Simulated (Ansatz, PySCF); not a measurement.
Bond stretch in NBe (cation, charge +1), lowest singlet found (which spin is the ground state isn't settled by this scan).

Levels of theory: RKS-PBE = restricted PBE/aug-cc-pVDZ run with Ansatz (a first-principles code); RKS-BP86/6-31G* = restricted BP86/6-31G*, spherical d in PySCF; RCCSD(T) = CCSD(T) on RHF/aug-cc-pVDZ, frozen core (Ansatz).

Energies are in eV, each relative to the lowest point of its own curve between 1.31 and 1.89 Å, where full CI is lowest.

```csv
R / Å,RKS-PBE,RKS-BP86/6-31G*,RCCSD(T)
1.31,1.325,1.309,1.322
1.38,0.655,0.636,0.652
1.45,0.258,0.242,0.256
1.51,0.077,(withheld),0.076
1.58,0.000,0.000,0.000
1.63,0.012,0.020,0.011
1.69,0.081,(withheld),0.077
1.75,0.194,(withheld),0.184
1.82,0.364,0.403,0.342
1.89,0.562,0.611,0.522
1.98,0.839,0.898,0.764
2.09,1.188,1.256,(withheld)
2.27,1.740,1.817,(withheld)
2.44,2.205,2.286,(withheld)
2.66,2.711,2.790,—
2.93,3.189,3.263,—
3.29,3.626,3.693,—
```

Task: Complete the blanks.

Result: 
- 1.51, RKS-BP86/6-31G*: 0.066
- 1.69, RKS-BP86/6-31G*: 0.099
- 1.75, RKS-BP86/6-31G*: 0.222
- 2.09, RCCSD(T): 1.056
- 2.27, RCCSD(T): 1.479
- 2.44, RCCSD(T): 1.802

Dashes: no converged value, or the column stops at the first point that the program doubted or that broke a chosen test of continuity, which isn't proof of a fault.

The scan ran from 1.21 to 5.70 Å; beyond the distances shown full CI changes its symmetry label. The restricted form behind RKS-PBE, RKS-BP86/6-31G* keeps the bonding electrons paired and can't separate into open-shell fragments. The T1 diagnostic of CCSD on the restricted reference of RCCSD(T) exceeds 0.045 at 2.66 to 3.29 Å.
